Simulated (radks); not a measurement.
Results of a calculation; reference values are marked as such.
Charge is removed step by step from the 4p down level of the ruthenium ion Ru+, starting from [Ar] 3d10 4s2 4p(up 3, down 3) 4d7. Code: a radial shooting solver on a logarithmic mesh with Libxc functionals. Model: scalar-relativistic Kohn-Sham, PBE, spin-polarised, spherical densities, finite nucleus; open shells are filled with parallel spins first (spin-orbit coupling, left out, can overturn this in heavy ions); Fermi nuclear charge, rms radius 4.4809 fm.

removed (e),E - E(0) (eV),eigenvalue (eV),E minus straight line (eV)
0,0.000,-52.670,0.000
0.25,13.547,-55.783,-1.227
0.5,27.890,-59.039,-1.658
0.75,43.063,-62.420,-1.258
1,59.095,-65.910,0.000

Removing the whole electron costs 59.095 eV by Delta-SCF, against 52.670 eV from minus the eigenvalue at the starting occupation. Slater's transition state (half an electron removed) gives 59.039 eV. Integrating minus the eigenvalue over the occupation (Janak's theorem) gives 59.122 eV. In this scalar-relativistic scheme the density is built from large components alone, so the theorem holds only approximately. The mean slope of the eigenvalue, de/dn, is 13.2 eV per electron.
